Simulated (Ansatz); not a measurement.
Wavefunction ladder for FH5OSSi2, SMILES `O[SiH2][SiH](F)S`

```xyz
10

O    -1.852   -0.299   -1.143
Si   -0.310    0.237   -1.388
Si    0.939   -0.239    0.542
F     2.425    0.359    0.450
S    -0.180    0.674    2.115
H    -2.253   -0.089   -0.297
H    -0.252    1.705   -1.639
H     0.202   -0.478   -2.582
H     1.084   -1.679    0.871
H     0.196   -0.192    3.071
```

Charge 0, multiplicity 1. The geometry is a stationary point of PBE0-D4/def2-TZVP. It is one conformer, not always the lowest. Frozen core, restricted reference, the Gaussian-basis code of Ansatz. CBS rows extrapolate triple and quadruple zeta; past MP2 they add the triple-zeta difference.

```csv
basis,HF (Eh),MP2 corr.
def2-TZVPP,-1152.86802,-0.90832
def2-QZVPP,-1152.90627,-0.98833
```

(1) Estimate the CCSD correlation energy and the (T) correction in each basis where they were run (hartree).

Answers

(1) 
```json
{"basis": "def2-TZVPP", "CCSD corr.": "-0.95662", "(T)": "-0.03457"}
{"basis": "CBS(def2)", "CCSD corr.": "-1.09590", "(T)": "as TZ"}
```
